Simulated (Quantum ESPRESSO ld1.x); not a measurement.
The numbers below are computed, except where a source is named.
The nuclear charge of neutral magnesium is varied continuously with 12 electrons held in [Ne] 3s2. Level of theory: non-relativistic Kohn-Sham, LDA (Slater exchange, VWN5 correlation), spin-polarised, spherical densities, point nucleus (ld1.x of Quantum ESPRESSO 7.5). By the Hellmann-Feynman theorem dE/dZ = E(electron-nucleus)/Z, the electronic potential at the nucleus.

| Z | E (hartree) | E(electron-nucleus)/Z (hartree) | HOMO | e(HOMO) (eV) | <r> HOMO (bohr) |
|---|---|---|---|---|---|
| 11.5 | -179.7639 | -37.6741 | 3s | -1.280 | 3.888 |
| 11.75 | -189.3172 | -38.7518 | 3s | -2.878 | 3.455 |
| 12 | -199.1394 | -39.8249 | 3s | -4.774 | 3.136 |
| 12.25 | -209.2294 | -40.8948 | 3s | -6.938 | 2.887 |
| 12.5 | -219.5866 | -41.9624 | 3s | -9.353 | 2.685 |
| 12.75 | -230.2105 | -43.0282 | 3s | -12.007 | 2.516 |
| 13 | -241.1006 | -44.0925 | 3s | -14.890 | 2.372 |

The central difference of E at Z = 12 is -39.824 hartree, to compare with the third column; the second derivative is -4.29 hartree.
